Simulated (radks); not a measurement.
Results of a calculation; reference values are marked as such.
Problem. Coherent X-ray form factor from a spherical all-electron density. Code: a radial shooting solver on a logarithmic mesh with Libxc functionals. Model: Dirac Kohn-Sham, exchange-only LDA, spin-unpolarised, spherical densities, point nucleus.

sin(theta)/lambda (1/angstrom)  f0 (electrons)
0.05                                    76.891
0.1                                     74.010
0.15                                    70.223
0.2                                     66.189
0.25                                    62.242
0.3                                     58.518
0.4                                     51.887
0.5                                     46.300
0.6                                     41.568
0.8                                     33.905
1                                       27.912
1.25                                    22.354
1.5                                     18.655
2                                       14.597

The species is in the configuration that NIST lists as its ground one. Which atom or ion scatters so?

Solution. Neutral platinum, [Xe] 4f14 5d9 6s1. Extrapolating in s^2 from the first two rows gives f0(0) = 77.9, near the electron count 78; among species with that count, the fall with angle is slower the higher Z, and the table is that of Z = 78; from so few rows the species is fixed only to a neighbour or two.
